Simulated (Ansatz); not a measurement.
Complexes of Nb with 0 d electrons: PBE0-D4/def2-TZVPD single points in Ansatz on relaxed structures, gas phase. Core potentials for Nb, no spin–orbit coupling. A negative affinity means that the extra electron isn't bound at that geometry and level; within about 0.2 eV of zero the sign isn't settled. Binding counts from free atoms in the multiplicity of their measured ground term, without zero-point energy. Names give formal oxidation states. A dash marks a value that wasn't run or was left out as unsound. The structures are stationary points that may keep the symmetry of their start. Remarks come from the PBE and PBE0 runs and from stability tests at other levels; not every state was tested. A HOMO above zero means that the electron is unbound at that level and held by the basis, or that self-interaction error raises the level; the energy of removing that electron tells which. HOMO above LUMO (over both spins in singlets and doublets, within one spin in higher multiplets; at PBE or PBE0), or a gap under 0.15 eV within one spin, warns that the state may not be the lowest or that an electron is smeared out.

Question: Estimate the order by HOMO (eV), lowest first.
A. NbSeF3 (singlet)
B. NbS(OH)3 (NbSO3H3) (singlet)
C. NbOCl3 (NbCl3O) (singlet)
D. NbSF3 (singlet)
E. NbSe(OSiH3)3 (NbSi3SeO3H9) (singlet)
F. NbSeBr3 (singlet)
G. [NbOF4]- (NbOF4⁻) (singlet)

Answer: C (-9.84), D (-8.57), A (-8.05), F (-7.88), B (-7.71), E (-7.01), G (-4.88).

In full:

```
                   species  atoms    state             geometry  HOMO (eV)  LUMO (eV)  gap (eV)  vertical EA (eV)  binding per atom (eV)  point group (within 0.1 Å)                                                                                                                 remarks
         [NbOF4]- (NbOF4⁻)      6  singlet  r2SCAN-D4/def2-SVPD      -4.88          –         –                 –                      –                         C4v                                                                                                                       –
NbSe(OSiH3)3 (NbSi3SeO3H9)     17  singlet      PBE-D4/def2-SVP      -7.01      -1.88      5.13                 –                   3.73                           –                                 HOMO above zero (-1 doublet), gap within one spin near zero at PBE or PBE0 (-1 doublet)
                   NbSeBr3      5  singlet     PBE0-D4/def2-SVP      -7.88      -3.48      4.40              2.17                   3.40                         C3v  restricted SCF unstable in HF, HOMO above zero (-1 doublet), gap within one spin near zero at PBE or PBE0 (-1 doublet)
        NbS(OH)3 (NbSO3H3)      8  singlet     PBE0-D4/def2-SVP      -7.71      -1.67      6.04             -0.03                   4.27                         C3v                                 HOMO above zero (-1 doublet), gap within one spin near zero at PBE or PBE0 (-1 doublet)
           NbOCl3 (NbCl3O)      5  singlet      PBE-D4/def2-SVP      -9.84      -3.49      6.35              1.80                   4.26                         C3v                                                                                            HOMO above zero (-1 doublet)
                     NbSF3      5  singlet      PBE-D4/def2-SVP      -8.57      -2.96      5.61              1.01                   4.68                         C3v                                 HOMO above zero (-1 doublet), gap within one spin near zero at PBE or PBE0 (-1 doublet)
                    NbSeF3      5  singlet   r2SCAN-D4/def2-SVP      -8.05      -2.95      5.09              1.11                   4.53                         C3v                                 HOMO above zero (-1 doublet), gap within one spin near zero at PBE or PBE0 (-1 doublet)
```

The gap (eV) runs from 4.40 (NbSeBr3) to 6.35 (NbOCl3). The vertical EA (eV) runs from -0.03 (NbS(OH)3) to 2.17 (NbSeBr3).
